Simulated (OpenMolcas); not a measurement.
Pt2+ with its 6 nearest oxide ions at 2.154 Å, on the Mg site of MgO (a = 4.2112 Å, distance in the model lattice 2.106 Å). The rest of the host is ab initio model potentials to 7.6 Å, with orthogonalisation functions on the cations behind the ligands, and point charges beyond; the distance is set by hand and nothing relaxes. Ligand basis ANO-RCC-VDZP.
```
Pt    0.0000    0.0000    0.0000
O     2.1540    0.0000    0.0000
O     0.0000    2.1540    0.0000
O    -2.1540    0.0000    0.0000
O     0.0000   -2.1540    0.0000
O     0.0000    0.0000    2.1540
O     0.0000    0.0000   -2.1540
```

```json
{
 "Program": "OpenMolcas 26.06",
 "Method": "CASSCF",
 "Basis": "ANO-RCC-VTZP [8s7p5d3f1g]",
 "Scalar Hamiltonian": "DKH2, point nucleus",
 "Active space": "8 electrons in 5 orbitals (5d)",
 "State averaging": "2S+1 = 3 even, 10 roots; 2S+1 = 1 even, 15 roots",
 "Spin-orbit coupling": "RASSI with atomic mean-field integrals over the reference wave functions"
}
```

**Question.** What is the spin-free ground state (labels of O, the rotations of Oh)?

**Answer.** 3A2, 1-fold in its orbital part; it has the highest spin that d8 allows.

**Question.** Where is the first state of the same spin?

**Answer.** 3T2 at 25200 cm-1 above the ground state.

**Question.** What are the lowest two levels with spin-orbit coupling?

**Answer.** A 3-fold level, then a 2-fold level 10507 cm-1 above it. Their leading multiplicities are 3 (99 %) and 1 (89 %).

**Question.** What is χT at 300 K, and how does it compare with the textbook value?

**Answer.** The lowest level has 2S+1 = 3, for which the spin-only value is χT = S(S+1) / 2 = 1.000 cm3 K/mol (g = 2). The computed 1.403 at 300 K differs by +0.403, through orbital momentum, spin-orbit coupling and any other state in reach.

**Question.** Which ligand-field parameters describe the states?

**Answer.** A least-squares ligand-field fit to the states below 45000 cm-1, each weighted by its degeneracy and with a free common offset, gives 10Dq = 24723 cm-1, B = 745 cm-1 and C = 2547 cm-1 (C/B = 3.42), with an rms deviation of 149 cm-1. The same method and metal basis give the free ion B = 865 cm-1 (fit to its terms below 60000 cm-1, rms deviation 8 cm-1), so the nephelauxetic ratio is β = 745 / 865 = 0.86; it hangs on how both fits weigh the states, and computed free-ion B values tend to be too large, so β mixes covalency with correlation.

Without dynamic correlation the repulsion within the d shell is too large (B by tens of per cent), so at a given field states of lower spin stand too high. Real 4d8 and 5d8 ions are as a rule square planar and diamagnetic. The least metal-like active orbital is 78 % on the metal (Löwdin) and no ligand orbital is active, so the numbers are rough. With metal d orbitals alone the field can be off either way by tens of per cent. Ligand-to-metal charge-transfer states are missing. With no ligand orbital active B as a rule stays too high, so bands that hang on it stand too high and its fall with covalency is understated. No measured value stands beside these numbers; the geometry was set by hand and not optimised.
